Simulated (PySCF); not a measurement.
All values below come from PBE-D3(BJ)/def2-TZVP // B3LYP-D3(BJ)/def2-SVP (PySCF). Gas-phase values, no solvent. One relaxed conformer stands for a flexible species; it need not be the lowest. Excitations are Tamm–Dancoff values on a coarser integration grid. The basis has no diffuse functions, so Rydberg states are missing or too high.

Reference species (SMILES): `C[CH2][Ge]([CH2]C)([CH2]C)[CH2]C` (neutral, multiplicity 1).

The HOMO–LUMO gap comes out as 6.31 eV and the S1 excitation (TDA) is 6.34 eV.

Changed species: `C[CH2][Ge]([I])([I])[I]` (C–C–Ge–I torsion 180°) (3 of 4 C2H5 replaced by I; the reference has 0 of 4 C2H5 replaced by I).

Predict the effect on the HOMO–LUMO gap and S1 excitation (TDA).

the HOMO–LUMO gap falls by 3.27 eV, to 3.04 eV; the S1 excitation (TDA) drops by 3.17 eV, to 3.17 eV.
